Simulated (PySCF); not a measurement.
BH2O3, SMILES [O]B(O)O, multiplicity 2.

Geometry: ωB97X-D3(BJ)/def2-SVP. The isomer is the one that the SMILES or the coordinates give; other isomers of the formula were not compared. Other conformers were not sampled.

Computed with PySCF 2.14.0 with TDA-PBE/def2-SVPD.

Vertical excitations. 

| state | energy (eV) | λ (nm) | f | main pairs |
|---|---|---|---|---|
| root 1 | 0.75 | 1644 | 0.000 | β HOMO→LUMO 100 % |
| root 2 | 1.74 | 714 | 0.000 | β HOMO−1→LUMO 100 % |
| root 3 | 2.25 | 552 | 0.001 | β HOMO−2→LUMO 100 % |
| root 4 | 3.01 | 412 | 0.000 | β HOMO−3→LUMO 99 % |
| root 5 | 3.71 | 334 | 0.000 | β HOMO−4→LUMO 100 % |
| root 6 | 4.34 | 286 | 0.001 | β HOMO−5→LUMO 100 % |
| root 7 | 6.26 | 198 | 0.001 | β HOMO→LUMO+1 99 % |
| root 8 | 6.74 | 184 | 0.002 | α HOMO→LUMO 99 % |
| root 9 | 6.82 | 182 | 0.000 | α HOMO−1→LUMO 53 %, β HOMO−1→LUMO+1 47 % |
| root 10 | 7.02 | 177 | 0.000 | α HOMO−1→LUMO 47 %, β HOMO−1→LUMO+1 53 % |
Unrestricted roots are not spin-pure.
